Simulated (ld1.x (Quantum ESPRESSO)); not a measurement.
**Reading a pseudo-wave (H)**

Columns: radius, all-electron u(r) and pseudo u(r) of the 1s shell (level -6.36 eV) of hydrogen in the configuration 1s1; LDA (PZ), scalar-relativistic, TM scheme, ld1.x (Quantum ESPRESSO) 7.5.

| r (bohr) | all-electron | pseudo |
| --- | --- | --- |
| 0.078 | 0.1336 | 0.1024 |
| 0.155 | 0.2458 | 0.2010 |
| 0.232 | 0.3406 | 0.2948 |
| 0.310 | 0.4210 | 0.3827 |
| 0.388 | 0.4876 | 0.4614 |
| 0.465 | 0.5415 | 0.5285 |
| 0.542 | 0.5850 | 0.5841 |
| 0.620 | 0.6200 | 0.6286 |
| 0.698 | 0.6469 | 0.6614 |
| 0.775 | 0.6666 | 0.6835 |
| 0.852 | 0.6804 | 0.6968 |
| 0.930 | 0.6892 | 0.7031 |
| 1.008 | 0.6935 | 0.7038 |
| 1.085 | 0.6940 | 0.7007 |
| 1.162 | 0.6913 | 0.6951 |
| 1.240 | 0.6857 | 0.6874 |
| 1.318 | 0.6778 | 0.6783 |
| 1.395 | 0.6680 | 0.6681 |
| 1.472 | 0.6565 | 0.6565 |
| 1.550 | 0.6435 | 0.6435 |
| 1.628 | 0.6294 | 0.6294 |
| 1.705 | 0.6146 | 0.6146 |
| 1.782 | 0.5990 | 0.5990 |
| 1.860 | 0.5827 | 0.5827 |
| 1.938 | 0.5661 | 0.5661 |
| 2.015 | 0.5493 | 0.5493 |

How many radial nodes do the two functions have?

The all-electron 1s function has n − l − 1 = 0; the pseudo-wave has 0.

At about which radius was the pseudo-wave matched?

1.55 bohr. The columns agree to 0.0005 from 1.40 bohr on; several derivatives are matched, so the curves merge somewhat inside the radius.

Where does each function peak?

Outermost all-electron maximum near 1.08 bohr, pseudo maximum near 1.01 bohr (to the table’s step).

Is the pseudo-wave norm-conserving?

Yes: the TM scheme keeps the norm inside the radius equal to the all-electron one, which fixes the energy derivative of the logarithmic derivative at the level.
